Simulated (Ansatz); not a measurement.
```yaml
crystal:
  periodic: [false, false, false]
  atoms:
    - {symbol: Si, position_ang: [1.617141, 0.388826, 1.204582]}
    - {symbol: Si, position_ang: [-1.419103, -1.192558, -1.138893]}
    - {symbol: Si, position_ang: [1.261482, 0.179307, -1.986999]}
    - {symbol: Si, position_ang: [-1.621200, 0.873754, 1.384347]}
    - {symbol: O, position_ang: [0.100099, 0.750337, 1.503459]}
    - {symbol: O, position_ang: [-0.054754, -0.915709, -1.673753]}
    - {symbol: O, position_ang: [1.616367, 0.570159, -0.493972]}
    - {symbol: O, position_ang: [-1.568193, -0.782041, 0.379696]}
basis:
  gaussian: {orbitals: pcseg-2, fitting: {mean_field: def2-universal-jkfit}}
hamiltonian: {xc: {name: r2SCAN0}, dispersion: d3bj}
scf: {omitted_lower_state_checks: [starts]}
```

```sh
$ ansatz run in.yaml --threads 4 --pin off --events-out ev --progress --plain --max-ram 4787MiB
```

It prints (some lines left out):

```
Warning: the engine holds no damping parameters fitted to this dispersion correction and functional, so the run takes those fitted to r2scan0 beside the three-body term, which d3bj leaves out (hamiltonian.dispersion, under Limitations)
Functional definition: r2SCAN0
820 factors; integrals over basis functions are off by at most 7.7e-1 eV
mean field evaluation 1: about -39679.5889 eV, gradient 1.1e2 eV
mean field evaluation 2: about -39580.0936 eV, gradient 2.3e2 eV
mean field evaluation 4: about -39698.1374 eV, gradient 2.6e1 eV
mean field evaluation 8: about -39699.3069 eV, gradient 1.8e-1 eV
mean field evaluation 16: about -39699.3079 eV, gradient 3.1e-4 eV
mean field -39699.30791620 eV, -1458.9226567630 hartree, gradient 2.3e-5 eV, S^2 0.000000; 0 other end points of the search recorded, 0 dependent functions left out
reference -39699.30792721 eV, -1458.9226571676 hartree; 44, 44 occupied and 212, 212 virtual orbitals, 820 factors
Total energy: -39699.45462115 eV, -1458.9280480704 hartree
Checks for a lower state left out: starts
```

It took 8.5 s on 4 threads of Arm Neoverse V2 on a shared host, peak host memory 0.62 GiB.

The restricted singlet is unstable towards broken spin symmetry in Hartree–Fock (as tested in another run); at RKS r2SCAN0-D3(BJ)/pcseg-2 this wasn't settled.
